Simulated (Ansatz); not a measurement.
Start from `O[SiH2][SiH2]O[SiH3]` and change one atom or group to get `O[SiH2][SiH2]CCl`.

Ansatz, PBE0-D4/def2-TZVP geometries, multiplicity 1. Each molecule was computed in one conformer, which needn't be the lowest.

```
                             property  `O[SiH2][SiH2]O[SiH3]`
 HOMO–LUMO gap (PBE0/def2-TZVPP) / eV                    6.63
    LUMO energy (PBE/def2-TZVPP) / eV                   -1.79
HOMO–LUMO gap (B3LYP/def2-TZVPP) / eV                    6.28
   HOMO energy (PBE0/def2-TZVPP) / eV                   -7.57
  LUMO energy (B3LYP/def2-TZVPP) / eV                   -1.11
LUMO energy (ωB97M-V/def2-TZVPP) / eV                    0.80
```

Give the same properties after the change, and the shifts. (An estimate is asked.)

Ansatz gave: 
| property | `O[SiH2][SiH2]CCl` | shift |
| --- | --- | --- |
| HOMO–LUMO gap (PBE0/def2-TZVPP) / eV | 7.09 | 0.46 |
| LUMO energy (PBE/def2-TZVPP) / eV | -1.51 | 0.28 |
| HOMO–LUMO gap (B3LYP/def2-TZVPP) / eV | 6.70 | 0.42 |
| HOMO energy (PBE0/def2-TZVPP) / eV | -7.77 | -0.20 |
| LUMO energy (B3LYP/def2-TZVPP) / eV | -0.88 | 0.23 |
| LUMO energy (ωB97M-V/def2-TZVPP) / eV | 0.98 | 0.18 |

With PBE0 the HOMO falls by 0.20 eV and the LUMO rises by 0.26 eV, so the gap widens by about 0.46 eV. PBE moves the HOMO by -0.17 eV and ωB97M-V by -0.20 eV. The zero-point energy changes by -5.1 kJ/mol with -3 modes.

B3LYP here is the variant with VWN-RPA as its local correlation; programs differ in this.
